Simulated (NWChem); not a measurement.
System: SiP3H7; SMILES P[SiH](P)P

```xyz
11

Si    -0.0358     0.0110     0.4957
P     -0.1017    -2.1217    -0.2782
P     -1.8231     1.2151    -0.2169
P      1.8045     1.1251    -0.2362
H     -0.1198    -0.0589     1.9882
H      0.2936    -1.7464    -1.5999
H      1.2327    -2.4373     0.1306
H     -2.7606     0.1701     0.0531
H     -1.6472     0.8348    -1.5837
H      2.7010     0.3777     0.5890
H      1.6688     2.1881     0.7103
```
Atoms are numbered in this order, from 1.

Level: PBE0/def2-SVP (NWChem), optimised geometry, unscaled harmonic frequencies. 

Problem. List the harmonic frequencies with IR intensities, and the thermochemistry.

Solution. 
| frequency (cm⁻¹) | IR intensity (km/mol) |
|---|---|
| 109 | 0.6 |
| 110 | 2.3 |
| 132 | 6.0 |
| 142 | 1.5 |
| 149 | 8.0 |
| 157 | 9.7 |
| 370 | 2.6 |
| 473 | 13.4 |
| 482 | 13.5 |
| 554 | 26.7 |
| 568 | 21.9 |
| 609 | 1.6 |
| 692 | 7.4 |
| 715 | 33.6 |
| 740 | 13.5 |
| 790 | 71.2 |
| 818 | 54.9 |
| 1080 | 1.0 |
| 1084 | 15.8 |
| 1086 | 29.8 |
| 2213 | 79.8 |
| 2392 | 26.9 |
| 2398 | 2.9 |
| 2399 | 45.7 |
| 2411 | 35.2 |
| 2414 | 41.3 |
| 2415 | 42.8 |

```
Quantity                                                                           Result
-----------------------------------------------------------------------  ----------------
zero-point energy                                                           39.3 kcal/mol
thermal correction to the enthalpy at 298.15 K (with zero-point energy)     45.4 kcal/mol
heat capacity Cv                                                         29.4 cal/(mol K)
entropy at 298.15 K and 1 atm (symmetry number 1)                        92.1 cal/(mol K)
dipole moment                                                                      0.85 D
```

Rigid rotor and harmonic oscillator.
